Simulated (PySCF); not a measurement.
# Dipole response of Pb²⁺ (lead, charge +2)

[Xe] 4f14 5d10 6s2, closed-shell 1S. Computed with PySCF 2.14 in aug-cc-pwCVTZ-DK3 (11s10p8d5f1g, 125 functions), with the spin-free X2C one-electron Hamiltonian (Gaussian nucleus). Coupled (time-dependent) response in atomic units; α is the mean over directions.

```json
{"method": "PBE0", "mean α (bohr³)": "13.77", "C₆ (like pair)": "95.13", "S(−4)": "52.95"}
```

S(−4) is the Cauchy moment in α(ω) = α(0) + S(−4) ω² + …

α(iu) at PBE0:

```tsv
u (hartree)	α(iu) (bohr³)
0	13.77
0.0500	13.64
0.100	13.27
0.200	12.03
0.300	10.54
0.500	7.971
0.750	5.894
1.00	4.608
1.50	3.119
2.00	2.276
3.00	1.364
5.00	0.6384
```

A single London oscillator, α(iu) = α/(1 + u²/ω²), gives C₆ = (3/4) ω α². Matching the computed C₆ needs ω = 4 × 95.13 / (3 × 13.77²) = 0.669 hartree.

For an ion, C₆ is the dispersion term alone; charge-induced terms of lower order in 1/R come first.

Spin-orbit coupling, which splits the p, d and f shells strongly at this Z, is absent.
